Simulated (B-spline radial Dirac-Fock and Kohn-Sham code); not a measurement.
Sm 4d5/2: cross section and angular parameters

System: the free samarium atom in the configuration [Xe] 4f6 6s2; threshold 129.0 eV (tabulated edge). Calculated with a B-spline atomic structure program, using Dirac-Hartree-Slater photoionisation with a Latter tail; cross sections with all multipoles, angular parameters from the dipole term and its interference with E2.

```tsv
hν (eV)	σ (kb)	β	γ	δ
151	876	0.721	0.016	-0.003
194	222	0.053	-0.384	0.102
400	494	0.528	0.145	0.027
500	438	0.834	0.088	0.008
517	425	0.871	0.077	0.006
600	?	?	?	?
601	364	1.010	0.029	0.002
705	297	1.123	-0.012	0.002
900	202	1.242	-0.039	0.006
1253.6	106	1.327	0.007	0.017
1340	92.3	1.335	0.028	0.020
1486.9	73.2	1.343	0.067	0.024
1530	68.6	1.345	0.079	0.025
1650	57.5	1.346	0.114	0.028
2930	13.1	1.275	0.492	0.062
2984.4	12.4	1.271	0.507	0.064
4220	4.53	1.175	0.797	0.097
5230	2.34	1.104	0.986	0.125
5420	2.09	1.091	1.017	0.130
5700	1.78	1.074	1.062	0.138
6290	1.29	1.038	1.151	0.154
6530	1.14	1.024	1.185	0.161
7830	0.625	0.955	1.348	0.197
11100	0.185	0.820	1.645	0.285
12000	0.140	0.789	1.707	0.309
```

Q: Give the values at 600 eV.

A: σ = 365 kb, β = 1.009, γ = 0.029, δ = 0.002.
